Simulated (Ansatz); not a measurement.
A further run on the cluster Ba₂O (the lowest singlet isomer of a short search).

```yaml
crystal:
  periodic: [false, false, false]
  atoms:
    - {symbol: Ba, position_ang: [-0.250869, -1.974688, 0.159026]}
    - {symbol: Ba, position_ang: [0.535979, 1.890936, 0.353153]}
    - {symbol: O, position_ang: [-0.285110, 0.083752, -0.512180]}
basis:
  gaussian: {orbitals: def2-TZVPD}
magnetization: {spin_polarized: true, initial_magnetization: 0}
hamiltonian: {xc: {name: CAM-B3LYP}, dispersion: d4}
scf: {omitted_lower_state_checks: [starts]}
output: {forces: true}
```

```sh
$ ansatz run in.yaml --threads 4 --pin off --events-out ev --progress --plain --max-ram 3916MiB
```

Shortened log:

```
Functional definition: CAM-B3LYP
758 factors; their error is unknown
212 factors; integrals over basis functions are off by at most 3.1e-4 eV
mean field evaluation 1: about -3417.8769 eV, gradient 6.5e1 eV
mean field evaluation 2: about -3169.1683 eV, gradient 1.3e2 eV
mean field evaluation 4: about -3429.1045 eV, gradient 3.7e1 eV
mean field evaluation 8: about -3434.1594 eV, gradient 2.0e-1 eV
mean field evaluation 16: about -3434.1732 eV, gradient 1.2e-3 eV
mean field evaluation 32: about -3434.2307 eV, gradient 1.2e-5 eV
mean field -3434.23068347 eV, -126.2056498124 hartree, gradient 1.1e-5 eV, S^2 0.560080; 1 other end points of the search recorded, 0 dependent functions left out
reference -3434.23076786 eV, -126.2056529138 hartree; 14, 14 occupied and 106, 106 virtual orbitals, 758 factors
Total energy: -3434.28871105 eV, -126.2077822866 hartree
Atom 0 at    -0.250869    -1.974688     0.159026 Å, force    -0.071206    -0.410592     0.000520 eV/Å
Atom 1 at     0.535979     1.890936     0.353153 Å, force     0.094520     0.403668     0.041383 eV/Å
Atom 2 at    -0.285110     0.083752    -0.512180 Å, force    -0.023313     0.006924    -0.041903 eV/Å
Dipole moment:    -0.037100     0.010890    -0.066646 e Å
Checks for a lower state left out: starts
```

It took 12 s on 4 threads of Arm Neoverse V1 on a shared host.

In the def2 sets Ba takes a core potential; there is no spin–orbit coupling. The unrestricted singlet has broken spin symmetry (⟨S²⟩ up to 0.56).
